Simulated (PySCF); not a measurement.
## Basis-set dependence of population analyses: `C#C/C(F)=C\CF`

Species: C₅H₄F₂.
Cartesian coordinates in Å at the PBE0-D3(BJ)/def2-SVP level; atoms count from 1:
```
atom  x, y, z in Å
C1     2.3549    0.7654   -0.7278
C2     1.5004   -0.0459   -0.4424
C3     0.5084   -1.0153   -0.1082
F4     0.9607   -2.2698   -0.0951
C5    -0.7787   -0.7662    0.1639
C6    -1.3935    0.5873    0.1478
F7    -1.9987    0.8550    1.3524
H8     3.1145    1.4844   -0.9764
H9    -1.4186   -1.6204    0.4036
H10   -0.6374    1.3624   -0.0573
H11   -2.1678    0.6414   -0.6387
```

PBE0 throughout (PySCF), one geometry, spherical d and f functions. Geometry: PBE0-D3(BJ)/def2-SVP, one conformer, isolated molecule. The first 7 of 10 kinds of atom are listed.

Mulliken charges (e):

```json
{"basis": "STO-3G", "functions": "39", "C1": "-0.113", "C2": "-0.052", "C3": "+0.095", "F4": "-0.057", "C5": "-0.114", "C6": "-0.044", "F7": "-0.109"}
{"basis": "6-31G", "functions": "71", "C1": "-0.431", "C2": "+0.058", "C3": "+0.334", "F4": "-0.291", "C5": "-0.173", "C6": "-0.024", "F7": "-0.339"}
{"basis": "pcSseg-0", "functions": "71", "C1": "-0.256", "C2": "-0.099", "C3": "+0.352", "F4": "-0.336", "C5": "-0.287", "C6": "-0.039", "F7": "-0.388"}
{"basis": "6-31G*", "functions": "106", "C1": "-0.509", "C2": "+0.252", "C3": "+0.347", "F4": "-0.297", "C5": "-0.273", "C6": "+0.012", "F7": "-0.338"}
{"basis": "cc-pVDZ", "functions": "118", "C1": "-0.385", "C2": "+0.441", "C3": "+0.045", "F4": "-0.145", "C5": "-0.141", "C6": "+0.259", "F7": "-0.242"}
{"basis": "def2-SVP", "functions": "118", "C1": "-0.370", "C2": "+0.254", "C3": "+0.243", "F4": "-0.195", "C5": "-0.199", "C6": "+0.329", "F7": "-0.279"}
{"basis": "aug-cc-pVDZ", "functions": "197", "C1": "+0.445", "C2": "+0.019", "C3": "+0.975", "F4": "-0.562", "C5": "+0.421", "C6": "+0.658", "F7": "-0.462"}
{"basis": "6-311+G(2d,p)", "functions": "213", "C1": "-0.518", "C2": "+1.649", "C3": "-1.028", "F4": "-0.279", "C5": "+0.270", "C6": "-0.466", "F7": "-0.245"}
{"basis": "def2-TZVP", "functions": "241", "C1": "-0.089", "C2": "-0.037", "C3": "+0.123", "F4": "-0.170", "C5": "-0.199", "C6": "+0.026", "F7": "-0.220"}
{"basis": "cc-pVTZ", "functions": "266", "C1": "-0.205", "C2": "-0.027", "C3": "+0.266", "F4": "-0.143", "C5": "-0.242", "C6": "+0.162", "F7": "-0.222"}
{"basis": "IGLO-III", "functions": "285", "C1": "-0.119", "C2": "-0.113", "C3": "+0.319", "F4": "-0.235", "C5": "-0.126", "C6": "+0.005", "F7": "-0.262"}
{"basis": "pcSseg-2", "functions": "308", "C1": "-0.099", "C2": "-0.049", "C3": "+0.304", "F4": "-0.242", "C5": "-0.157", "C6": "+0.337", "F7": "-0.296"}
```

IAO charges (e):

```
        basis  functions      C1      C2      C3      F4      C5      C6      F7
       STO-3G         39  -0.132  -0.070  +0.125  -0.071  -0.192  -0.096  -0.136
        6-31G         71  -0.177  -0.057  +0.258  -0.238  -0.192  +0.002  -0.300
     pcSseg-0         71  -0.164  -0.061  +0.251  -0.225  -0.201  +0.002  -0.290
       6-31G*        106  -0.177  -0.060  +0.284  -0.246  -0.197  +0.042  -0.309
      cc-pVDZ        118  -0.185  -0.057  +0.284  -0.246  -0.198  +0.040  -0.312
     def2-SVP        118  -0.176  -0.056  +0.281  -0.247  -0.193  +0.045  -0.313
  aug-cc-pVDZ        197  -0.190  -0.053  +0.289  -0.260  -0.195  +0.039  -0.329
6-311+G(2d,p)        213  -0.190  -0.052  +0.288  -0.260  -0.195  +0.038  -0.330
    def2-TZVP        241  -0.191  -0.053  +0.293  -0.260  -0.198  +0.042  -0.329
      cc-pVTZ        266  -0.192  -0.054  +0.292  -0.258  -0.198  +0.041  -0.326
     IGLO-III        285  -0.191  -0.053  +0.291  -0.261  -0.196  +0.039  -0.330
     pcSseg-2        308  -0.190  -0.054  +0.292  -0.261  -0.197  +0.041  -0.330
```

Hirshfeld charges (e):

| basis | functions | C1 | C2 | C3 | F4 | C5 | C6 | F7 |
| --- | --- | --- | --- | --- | --- | --- | --- | --- |
| STO-3G | 39 | -0.072 | -0.067 | +0.088 | -0.016 | -0.070 | +0.072 | -0.080 |
| 6-31G | 71 | -0.074 | -0.053 | +0.101 | -0.080 | -0.061 | +0.042 | -0.137 |
| pcSseg-0 | 71 | -0.066 | -0.055 | +0.102 | -0.071 | -0.063 | +0.037 | -0.130 |
| 6-31G* | 106 | -0.079 | -0.052 | +0.098 | -0.070 | -0.063 | +0.036 | -0.126 |
| cc-pVDZ | 118 | -0.076 | -0.053 | +0.093 | -0.059 | -0.066 | +0.025 | -0.113 |
| def2-SVP | 118 | -0.073 | -0.051 | +0.098 | -0.067 | -0.065 | +0.026 | -0.120 |
| aug-cc-pVDZ | 197 | -0.071 | -0.051 | +0.094 | -0.073 | -0.068 | +0.018 | -0.123 |
| 6-311+G(2d,p) | 213 | -0.070 | -0.053 | +0.093 | -0.075 | -0.065 | +0.023 | -0.127 |
| def2-TZVP | 241 | -0.073 | -0.050 | +0.095 | -0.072 | -0.066 | +0.020 | -0.123 |
| cc-pVTZ | 266 | -0.074 | -0.050 | +0.096 | -0.069 | -0.066 | +0.019 | -0.119 |
| IGLO-III | 285 | -0.072 | -0.050 | +0.095 | -0.073 | -0.067 | +0.018 | -0.123 |
| pcSseg-2 | 308 | -0.071 | -0.048 | +0.096 | -0.075 | -0.066 | +0.017 | -0.123 |

Question: Which scheme is steadiest as the basis changes?

Answer: Largest range over the bases for any column: Hirshfeld 0.06 e, IAO 0.19 e, Mulliken 2.00 e. Hirshfeld charges move least and Mulliken charges most, counted in e. Without the minimal STO-3G basis the ranges are Hirshfeld 0.02, IAO 0.04, Mulliken 2.00 e.

Question: How much do the charges still move between the two largest bases, IGLO-III and pcSseg-2?

Answer: At most, over all atoms: Mulliken 0.333 e, IAO 0.002 e, Hirshfeld 0.002 e.

Question: What do the same runs give for the total energy, the frontier levels and the dipole moment?

Answer: 
```tsv
basis	energy (Eh)	HOMO (eV)	LUMO (eV)	μ (D)
STO-3G	-386.8633	-4.71	1.98	1.04
6-31G	-391.9932	-7.32	-1.09	2.33
pcSseg-0	-391.1998	-7.62	-1.38	2.44
6-31G*	-392.0762	-7.13	-0.96	1.90
cc-pVDZ	-392.1109	-7.29	-1.15	1.90
def2-SVP	-391.7952	-7.39	-1.26	1.99
aug-cc-pVDZ	-392.1412	-7.48	-1.45	1.98
6-311+G(2d,p)	-392.2131	-7.51	-1.47	2.01
def2-TZVP	-392.2506	-7.46	-1.39	1.93
cc-pVTZ	-392.2332	-7.42	-1.33	1.90
IGLO-III	-392.2567	-7.49	-1.45	1.98
pcSseg-2	-392.2491	-7.50	-1.45	2.02
```

The dipole is fixed by the density alone, so its range of 1.40 D shows that the density itself changes with the basis, not only its division among atoms.
